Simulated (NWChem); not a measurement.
## Extrapolating the UMP2 correlation energy of F₃Si

SMILES: F[Si](F)F
```xyz
4

F      0.7584    -0.2013     1.3144
Si     0.0008     0.3851     0.0000
F      0.7584    -0.2013    -1.3144
F     -1.5181    -0.1964     0.0000
```
Charge 0, spin multiplicity 2.

Everything below was run with NWChem. The geometry was optimised at UPBE/def2-SVP, a minimum by its harmonic frequencies.

The correlated methods keep 8 core orbitals frozen. The structure started from a generated list of species. The unpaired electrons of the parent sit in orbitals of symmetry a' (Cs labels of the run); other states weren't searched. The stability of the SCF solutions was not checked. Open-shell Hartree-Fock references start from PBE0 orbitals; any time given for them includes that run.

Worked example. The UMP2 correlation energy is -636.63 mHa in cc-pVDZ and -848.21 mHa in cc-pVTZ. The form E(X) = E∞ + A/X³ turns the pair into an estimate of the basis-set limit.

E∞ = (3³·(-848.21) − 2³·(-636.63))/(3³ − 2³) = -937.3 mHa. The larger basis holds 90 % of that, at about 4 times the processor time of the smaller one. This is a two-point estimate, and a rough one from so small a pair.
